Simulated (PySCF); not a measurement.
A structure optimised at B3LYP-D3(BJ)/def2-SVP, used in a PySCF frequency run:

```
C
H 1 1.1060
H 1 1.1061 2 104.37
C 1 1.5363 2 110.96 3 119.52
H 4 1.1017 1 111.77 2 -177.96
H 4 1.1017 5 106.85 1 122.55
H 4 1.1027 5 107.30 6 114.81
Al 1 1.9450 2 106.88 3 -112.90
F 8 1.6658 1 121.11 2 -125.57
Br 8 2.2575 9 116.30 1 179.93
```

**Question.** Write its SMILES and formula.

**Answer.** C[CH2][Al]([F])[Br], C2H5AlBrF

**Question.** What are its rotational constants (standard atomic weights)?

**Answer.** 4.8665, 1.0634, 0.88224 GHz
